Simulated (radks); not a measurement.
Task: Successive ionisation energies (eV) of one element, from differences of total energies of ions in their ground configurations, starting at charge 0: 5.111, 10.617, 21.908, 39.102, 58.541, 90.226, 93.417, 112.68, 130.29, 140.47, 159.32, 198.66, 217.19, 352.57, 383.16, 414.23, 445.73, 477.58, 522.45, 556.56, 591.11, 626.02. All-electron calculation, scalar-relativistic Kohn-Sham, r2SCAN, spin-polarised, spherical densities, finite nucleus; open shells are filled with parallel spins first (spin-orbit coupling, left out, can overturn this in heavy ions); meta-GGA in the generalised Kohn-Sham scheme; Fermi nuclear charge, rms radius 4.8919 fm. Program: a radial shooting solver on a logarithmic mesh with Libxc functionals. Which element is it?

Result: Praseodymium (Z = 59). The first species listed is Pr in [Xe] 4f3 6s2, the last Pr21+ in [Kr] 4d2.
